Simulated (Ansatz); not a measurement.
A nudged elastic band was laid between two geometries of CH$_{8}$AlGaSi (12 atoms, charge 0, multiplicity 1).

The calculation used RKS PBE/def2-SVP (Ansatz 0.2.0).

```
movable images  : 7
climbing image  : yes
spring          : 5.0 eV/Å²
optimiser       : quadratic models (default)
start path      : IDPP
force threshold : 0.03 eV/Å
iteration limit : 29
end points      : relaxed
```

Initial state:

```xyz
12
Properties=species:S:1:pos:R:3
C -0.032 2.543 -0.083
Si -0.804 0.822 0.192
Al 0.832 -1.029 0.394
Ga 0.376 -3.373 -0.396
H -0.817 3.327 -0.096
H 0.511 2.582 -1.048
H 0.687 2.783 0.726
H -1.595 0.836 1.486
H -1.816 0.546 -0.897
H 2.246 -0.681 1.094
H 0.746 -3.870 -1.868
H -0.334 -4.487 0.496
```

Final state:

```xyz
12
Properties=species:S:1:pos:R:3
C -0.037 2.516 -0.378
Si -0.836 0.808 -0.099
Al 0.722 -0.949 0.696
Ga 0.497 -3.380 0.090
H 0.465 2.869 0.545
H -0.803 3.264 -0.666
H 0.721 2.470 -1.185
H -1.915 0.934 0.959
H -1.554 0.378 -1.359
H 1.920 -0.476 1.672
H 1.219 -4.018 -1.182
H -0.398 -4.417 0.906
```

(1) What changes between the two ends?

(2) Give the energies along the band, and the barrier.

(3) What is the geometry of the highest image?

(4) What are the harmonic wavenumbers there?

The band took 3 iterations and of the order of 5 core-minutes.

Answers

(1) No bond is made or broken. The dihedral H5–C1–Si2–Al3 goes from -176 to -56°. The two ends are copies of one structure, up to a mirror image or an exchange of like atoms.

(2) It converged. The highest image is number 4 of 0 to 8, 1.5 kcal/mol above the ends, which have the same energy within 2 meV. A vibrational analysis at the climbing image gives one clearly imaginary mode, 162i cm⁻¹: a first-order saddle point.

```
image  path coordinate (Å)  energy (kcal/mol)  dihedral H5–C1–Si2–Al3 (°)
    0                 0.00                0.0                        -176
    1                 0.44                0.2                        -162
    2                 0.88                0.7                        -147
    3                 1.33                1.3                        -132
    4                 1.77                1.5                        -117
    5                 2.22                1.2                        -101
    6                 2.66                0.7                         -86
    7                 3.11                0.2                         -71
    8                 3.56                0.0                         -56
```

(3) 
```xyz
12
Properties=species:S:1:pos:R:3
C -0.032 2.531 -0.344
Si -0.825 0.809 -0.073
Al 0.739 -0.964 0.667
Ga 0.479 -3.388 0.041
H -0.460 3.265 0.367
H -0.238 2.890 -1.372
H 1.066 2.518 -0.196
H -1.887 0.902 1.005
H -1.576 0.391 -1.316
H 1.970 -0.510 1.609
H 1.165 -4.013 -1.257
H -0.400 -4.430 0.869
```

(4) 162i, 15, 55, 120, 145, 245, 256, 304, 380, 424, 470, 559, 615, 662, 691, 731, 820, 828, 894, 1212, 1386, 1392, 1811, 1839, 1850, 2101, 2123, 2985, 3085, 3089 cm⁻¹.

Run time: 3.3 min on 2 threads of Intel(R) Xeon(R) Processor @ 2.50GHz (Skylake/Cascade Lake), with other jobs on the host, peak memory 0.18 GiB.
